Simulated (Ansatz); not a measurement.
SbMe2I (C2H6ISb). Total charge 0; singlet. Geometry B3LYP-D4/def2-SVP, basis def2-TZVP, Ansatz.

```csv
run,HOMO (eV),LUMO (eV)
A,-5.76,-2.42
B,-6.83,-1.79
C,-6.06,-2.38
D,-5.81,-2.51
E,-8.96,0.08
F,-6.63,-2.00
```

In the def2 sets I, Sb take a core potential; there is no spin–orbit coupling. B3LYP takes the VWN-RPA correlation.

**Question.** The runs used B3LYP, PBE, PBE0, r2SCAN, revPBE, ωB97X-V. Estimate which is which.

**Answer.** A revPBE (0 % exact exchange); B PBE0 (25 % exact exchange); C r2SCAN (0 % exact exchange); D PBE (0 % exact exchange); E ωB97X-V (range-separated); F B3LYP (20 % exact exchange). Exact exchange lowers occupied and raises empty levels; among semilocal functionals meta-GGAs tend to open the gap a little, and such runs are hard to tell apart. The gap grows from 3.30 eV (PBE) to 9.04 eV (ωB97X-V).
